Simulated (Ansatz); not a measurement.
Ansatz (an electronic-structure program) input:

Ansatz 0.2 input:
```yaml
crystal:
  periodic: [false, false, false]
  atoms:
    - {symbol: O, position_ang: [-1.11126493, -0.41762209, -1.24335613]}
    - {symbol: Si, position_ang: [-0.11200212, -0.04641110, -0.13793606]}
    - {symbol: O, position_ang: [1.51897425, -0.18560192, -0.51048836]}
    - {symbol: F, position_ang: [-0.21784153, -0.87368421, 1.27585011]}
    - {symbol: F, position_ang: [-0.20103149, 1.47492543, 0.47196805]}
    - {symbol: H, position_ang: [2.07621224, 0.06437650, 0.23149727]}
basis:
  gaussian:
    orbitals: STO-3G
total_charge: -1
magnetization: {spin_polarized: false}
correlation: {method: ccsd_t, electrons: outside_noble_gas}
```

Task: Predict the final energy.

Result: -629.97276 Eh (CCSD(T)/STO-3G). The basis has 30 functions.

It need not be the lowest isomer of its formula. Whether it binds its extra electron was not tested at this geometry.
